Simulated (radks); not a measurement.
Neutral aluminium inside a hard spherical wall (all orbitals vanish at R), configuration held at [Ne] 3s2 3p1 and not refilled when levels cross. All-electron calculation, non-relativistic Kohn-Sham, PBE, spin-polarised, spherical densities, point nucleus; open shells are filled with parallel spins first. Program: a radial shooting solver on a logarithmic mesh with Libxc functionals. Eigenvalues in eV for spin up, with the zero of energy where the potential of the charges vanishes at infinity; a dash marks a level that is unbound or too diffuse for the functional's potential to be trusted. A positive occupied level is held by the wall or, in an anion where self-interaction has pushed it up, behind a barrier. The pressure on the wall is -dE/dV.

R (bohr)	E (hartree)	kinetic (hartree)	e(2s)	e(2p)	e(3s)	e(3p)	e(4s, empty)	e(4p, empty)	pressure (GPa)
free	-242.23204	241.839	-107.66	-69.633	-8.024	-3.018	-	-	0
15	-242.23203	241.839	-107.66	-69.631	-8.023	-3.017	-0.295	0.601	< 0.0001
12	-242.23192	241.840	-107.64	-69.613	-8.010	-3.003	0.048	1.305	0.00189
8	-242.22685	241.873	-107.29	-69.265	-7.787	-2.709	2.558	5.181	0.183
4	-241.85081	243.296	-100.21	-62.178	-1.919	5.170	33.933	40.787	67.8
3	-240.85481	246.107	-91.998	-53.952	9.705	19.156	80.298	87.907	492
2.5	-239.39561	249.801	-84.564	-46.442	25.384	36.582	133.92	139.87	1620
2	-235.75550	258.593	-71.673	-33.052	62.514	74.760	244.32	242.66	6820
1.5	-224.50293	284.451	-42.522	-1.761	168.58	174.38	515.42	483.92	41900
